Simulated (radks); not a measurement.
Values are calculated unless marked as measured or tabulated.
Problem. Successive ionisation energies (eV) of one element, from differences of total energies of ions in their ground configurations, starting at charge 20: 565.59, 704.13, 739.02, 773.84, 819.05. Code: a radial shooting solver on a logarithmic mesh with Libxc functionals. Model: scalar-relativistic Kohn-Sham, BLYP, spin-polarised, spherical densities, finite nucleus; open shells are filled with parallel spins first (spin-orbit coupling, left out, can overturn this in heavy ions); Fermi nuclear charge, rms radius 4.855 fm. Which element is it?

Solution. Lanthanum (Z = 57). The first species listed is La20+ in [Kr] 4d1, the last La24+ in [Ar] 3d10 4s2 4p3.
